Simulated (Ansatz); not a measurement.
Al₂H₄I₂⁻, that is (H2Al-mu-I)2 with one electron more. Total charge -1; doublet. Geometry PBE-D4/def2-SVP, that of the neutral singlet.

```tsv
atom	x (Å)	y (Å)	z (Å)
Al1	1.7844	0.2460	0.2458
H2	2.4164	1.4599	-0.5644
H3	2.5289	-0.7579	1.2295
I4	-0.3800	1.1985	1.5587
Al5	-1.7845	-0.2429	-0.2483
H6	-2.4721	-1.4428	0.5371
H7	-2.4745	0.7900	-1.2416
I8	0.3813	-1.2507	-1.5168
```

In the def2 sets I takes a core potential; there is no spin–orbit coupling. At PBE-D4/def2-TZVPD, r2SCAN-D4/def2-TZVPD, PBE0-D4/def2-TZVPD the highest occupied level of the charge -1 doublet lies above zero (up to 1.39 eV). Energy differences put its binding near zero (0.09 eV; vertical, against the charge 0 singlet, at r2SCAN-D4/def2-TZVPD), which leaves it undecided.

(1) Estimate the α-spin orbital energies around the gap (eV) in Ansatz with PBE-D4/def2-TZVPD, r2SCAN-D4/def2-TZVPD, PBE0-D4/def2-TZVPD.

Results:

(1) 
```json
{"orbital": "HOMO−5", "PBE-D4/def2-TZVPD": "-3.85", "r2SCAN-D4/def2-TZVPD": "-4.11", "PBE0-D4/def2-TZVPD": "-5.02"}
{"orbital": "HOMO−4", "PBE-D4/def2-TZVPD": "-3.77", "r2SCAN-D4/def2-TZVPD": "-4.08", "PBE0-D4/def2-TZVPD": "-4.75"}
{"orbital": "HOMO−3", "PBE-D4/def2-TZVPD": "-3.56", "r2SCAN-D4/def2-TZVPD": "-3.85", "PBE0-D4/def2-TZVPD": "-4.65"}
{"orbital": "HOMO−2", "PBE-D4/def2-TZVPD": "-3.39", "r2SCAN-D4/def2-TZVPD": "-3.65", "PBE0-D4/def2-TZVPD": "-4.40"}
{"orbital": "HOMO−1", "PBE-D4/def2-TZVPD": "-2.90", "r2SCAN-D4/def2-TZVPD": "-3.17", "PBE0-D4/def2-TZVPD": "-3.97"}
{"orbital": "HOMO", "PBE-D4/def2-TZVPD": "1.38", "r2SCAN-D4/def2-TZVPD": "1.39", "PBE0-D4/def2-TZVPD": "1.11"}
{"orbital": "LUMO", "PBE-D4/def2-TZVPD": "1.52", "r2SCAN-D4/def2-TZVPD": "1.87", "PBE0-D4/def2-TZVPD": "2.15"}
{"orbital": "LUMO+1", "PBE-D4/def2-TZVPD": "1.90", "r2SCAN-D4/def2-TZVPD": "2.17", "PBE0-D4/def2-TZVPD": "2.37"}
{"orbital": "LUMO+2", "PBE-D4/def2-TZVPD": "2.40", "r2SCAN-D4/def2-TZVPD": "2.57", "PBE0-D4/def2-TZVPD": "2.87"}
{"orbital": "LUMO+3", "PBE-D4/def2-TZVPD": "2.44", "r2SCAN-D4/def2-TZVPD": "2.74", "PBE0-D4/def2-TZVPD": "2.91"}
{"orbital": "LUMO+4", "PBE-D4/def2-TZVPD": "2.63", "r2SCAN-D4/def2-TZVPD": "3.02", "PBE0-D4/def2-TZVPD": "3.01"}
{"orbital": "LUMO+5", "PBE-D4/def2-TZVPD": "2.67", "r2SCAN-D4/def2-TZVPD": "3.05", "PBE0-D4/def2-TZVPD": "3.02"}
{"orbital": "β HOMO", "PBE-D4/def2-TZVPD": "-2.89", "r2SCAN-D4/def2-TZVPD": "-3.17", "PBE0-D4/def2-TZVPD": "-3.95"}
{"orbital": "β LUMO", "PBE-D4/def2-TZVPD": "1.67", "r2SCAN-D4/def2-TZVPD": "2.11", "PBE0-D4/def2-TZVPD": "2.33"}
```
